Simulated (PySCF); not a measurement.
Delta-SCF ions had no search for a lower state. Excitations are Tamm–Dancoff values on a coarser integration grid. The basis has no diffuse functions, so Rydberg states are missing or too high.

## H6AlN3, SMILES `[NH2][Al]([NH2])[NH2]` (charge 0, multiplicity 1)

Computed with TPSSh-D3(BJ)/def2-TZVP // B3LYP-D3(BJ)/def2-TZVP (PySCF).

```yaml
HOMO: -5.92 eV
dipole_moment: 0.00 D
HOMO–LUMO gap: 5.94 eV
LUMO: 0.02 eV
S1 excitation (TDA): 5.43 eV
S1 oscillator strength: 0.004
brightest of the four lowest singlets (TDA): 6.39 eV
T1 excitation (TDA): 5.18 eV
S1–T1 gap (TDA): 0.25 eV
vertical ionisation energy (Delta-SCF): 8.48 eV
total_energy: -410.5144 Ha
cost: roughly 5 core-minutes
```

```xyz
10

N     -0.9995    -1.4654    -0.0431
Al     0.0000     0.0000    -0.0001
N     -0.7689     1.5989    -0.0133
N      1.7684    -0.1336     0.0562
H     -1.9957    -1.4891     0.1017
H     -0.6539    -2.3953    -0.2157
H     -1.7390     1.7714    -0.2206
H     -0.2991     2.4671     0.1858
H      2.2776    -0.9818     0.2436
H      2.4100     0.6277    -0.0944
```
Charge 0, spin multiplicity 1.
